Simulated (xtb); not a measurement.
C4H6ClF, SMILES [C@H](Cl)(F)CC=C. All values are semi-empirical tight-binding results from xtb (GFN2-xTB unless named), good for trends rather than for accurate numbers. The structure is a stationary point at GFN2-xTB. The structure was generated by enumeration; whether it is a known compound was not checked. One conformer was computed; it need not be the lowest.

Optimised geometry:

```xyz
12

C      3.0079     0.0492     0.4124
C      1.8918    -0.5678     0.0763
C      0.7110     0.1155    -0.5477
C     -0.5207    -0.0469     0.3311
F     -0.8861    -1.3541     0.4077
Cl    -1.9035     0.8667    -0.3414
H      3.8370    -0.4764     0.8528
H      3.1436     1.1061     0.2501
H      1.7712    -1.6290     0.2452
H      0.9073     1.1793    -0.6809
H      0.4954    -0.3311    -1.5220
H     -0.3608     0.3043     1.3571
```

- orbital gap = 5.33 eV
- dipole moment = 2.44 D
- zero-point energy = 56.0 kcal/mol
- G − E(el) at 298.15 K (modified RRHO) = 35.9 kcal/mol
- static polarisability (D4 model) = 64.1 bohr³
- solvation energy, GFN2-xTB/ALPB(water) = -2.6 kcal/mol
- solvation energy, GFN2-xTB/ALPB(chcl3) = -5.7 kcal/mol

Give the atomic charges and the Wiberg bond orders between heavy atoms. (Estimate from the structure and the level; the computed values follow.)

charges (e) C1 -0.09, C2 -0.03, C3 -0.07, C4 0.22, F5 -0.22, Cl6 -0.18, H7 0.05, H8 0.05, H9 0.05, H10 0.07, H11 0.08, H12 0.07. Bond orders C1–C2 1.98, C2–C3 1.01, C3–C4 0.98, C4–F5 0.97, C4–Cl6 0.93.
